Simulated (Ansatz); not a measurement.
Ansatz (an electronic-structure program) input (B3LYP-D3(BJ)/def2-TZVP):

Ansatz 0.2 input:
```yaml
crystal:
  periodic: [false, false, false]
  atoms:
    - {symbol: O, position_ang: [1.42324815, -0.21955863, -0.01095780]}
    - {symbol: Si, position_ang: [0.01015966, 0.41926897, -0.01433799]}
    - {symbol: O, position_ang: [-1.40573260, -0.21276306, -0.03749074]}
basis:
  gaussian:
    orbitals: def2-TZVP
hamiltonian:
  xc: b3lyp
  dispersion: d3bj
total_charge: -1
magnetization: {spin_polarized: true, initial_magnetization: 1}
relax: {f_tol: 0.002, max_steps: 150}
```

Output:

```
Functional definition: B3LYP
integrals: 0.02 GiB planned
563 factors; their error is unknown
mean field: 0.31 GiB planned
mean field evaluation 1: about -11974.1158 eV, gradient 2.3e1 eV
mean field evaluation 2: about -11964.4888 eV, gradient 5.6e1 eV
mean field evaluation 4: about -11976.0941 eV, gradient 5.0e-1 eV
mean field evaluation 8: about -11976.1284 eV, gradient 5.5e-2 eV
mean field evaluation 16: about -11976.1284 eV, gradient 4.9e-5 eV
mean field -11976.12844214 eV, -440.1146025373 hartree, gradient 4.9e-5 eV, S^2 0.754015; 0 other end points of the search recorded, 0 dependent functions left out
the calculation of the forces begins
reference -11976.12862581 eV, -440.1146092870 hartree; 16, 15 occupied and 83, 84 virtual orbitals, 563 factors
relax step   1: F+E_penalty+E_count = -11976.20296546 eV  Δ(F+E_penalty+E_count) = +0.000e0 eV  max|allowed force component| = 5.499e-1 eV/Å  Δτ_max = 0.0000 Å  (31 SCF iters, accepted)
these checks for a lower state are left out or cut short: starts, cluster_reference, orbital_swaps, neighbouring_geometries, increment
integrals: 0.02 GiB planned
563 factors; their error is unknown
mean field: 0.31 GiB planned
mean field -11976.14151278 eV, -440.1150828744 hartree, gradient 2.1e-5 eV, S^2 0.754009; 0 other end points of the search recorded, 0 dependent functions left out
the calculation of the forces begins
reference -11976.14169678 eV, -440.1150896364 hartree; 16, 15 occupied and 83, 84 virtual orbitals, 563 factors
relax step   2: F+E_penalty+E_count = -11976.21589876 eV  Δ(F+E_penalty+E_count) = -1.293e-2 eV  max|allowed force component| = 2.905e-1 eV/Å  Δτ_max = 0.0123 Å  (34 SCF iters, accepted)
these checks for a lower state are left out or cut short: starts, cluster_reference, orbital_swaps, neighbouring_geometries, increment
integrals: 0.02 GiB planned
563 factors; their error is unknown
mean field: 0.31 GiB planned
mean field evaluation 32: about -11976.1564 eV, gradient 1.8e-5 eV
mean field -11976.15636522 eV, -440.1156286915 hartree, gradient 1.8e-5 eV, S^2 0.753890; 0 other end points of the search recorded, 0 dependent functions left out
the calculation of the forces begins
reference -11976.15654946 eV, -440.1156354621 hartree; 16, 15 occupied and 83, 84 virtual orbitals, 563 factors
relax step   3: F+E_penalty+E_count = -11976.23042670 eV  Δ(F+E_penalty+E_count) = -1.453e-2 eV  max|allowed force component| = 7.731e-2 eV/Å  Δτ_max = 0.0343 Å  (34 SCF iters, accepted)
these checks for a lower state are left out or cut short: starts, cluster_reference, orbital_swaps, neighbouring_geometries, increment
integrals: 0.02 GiB planned
563 factors; their error is unknown
mean field: 0.31 GiB planned
mean field -11976.15654378 eV, -440.1156352535 hartree, gradient 2.3e-5 eV, S^2 0.753863; 0 other end points of the search recorded, 0 dependent functions left out
the calculation of the forces begins
reference -11976.15672802 eV, -440.1156420241 hartree; 16, 15 occupied and 83, 84 virtual orbitals, 563 factors
relax step   4: F+E_penalty+E_count = -11976.23061331 eV  Δ(F+E_penalty+E_count) = -1.866e-4 eV  max|allowed force component| = 1.310e-2 eV/Å  Δτ_max = 0.0021 Å  (30 SCF iters, accepted)
these checks for a lower state are left out or cut short: starts, cluster_reference, orbital_swaps, neighbouring_geometries, increment
integrals: 0.02 GiB planned
563 factors; their error is unknown
mean field: 0.31 GiB planned
mean field -11976.15654566 eV, -440.1156353224 hartree, gradient 3.2e-5 eV, S^2 0.753859; 0 other end points of the search recorded, 0 dependent functions left out
the calculation of the forces begins
reference -11976.15672989 eV, -440.1156420930 hartree; 16, 15 occupied and 83, 84 virtual orbitals, 563 factors
relax step   5: F+E_penalty+E_count = -11976.23061804 eV  Δ(F+E_penalty+E_count) = -4.735e-6 eV  max|allowed force component| = 5.684e-4 eV/Å  Δτ_max = 0.0003 Å  (25 SCF iters, accepted)
integrals: 0.02 GiB planned
563 factors; their error is unknown
mean field: 0.31 GiB planned
mean field -11976.15654566 eV, -440.1156353224 hartree, gradient 3.2e-5 eV, S^2 0.753859; 1 other end points of the search recorded, 0 dependent functions left out
the calculation of the forces begins
reference -11976.15672989 eV, -440.1156420930 hartree; 16, 15 occupied and 83, 84 virtual orbitals, 563 factors
Total energy: -11976.23080228 eV, -440.1183642029 hartree
Atom 0 at     1.460351    -0.196587    -0.010252 Å, force     0.000514    -0.000285     0.000000 eV/Å
Atom 1 at     0.010076     0.373156    -0.015055 Å, force     0.000004     0.000568     0.000009 eV/Å
Atom 2 at    -1.442752    -0.189621    -0.037480 Å, force    -0.000518    -0.000283    -0.000009 eV/Å
Dipole moment:     0.000465     0.206304     0.003210 e Å
```
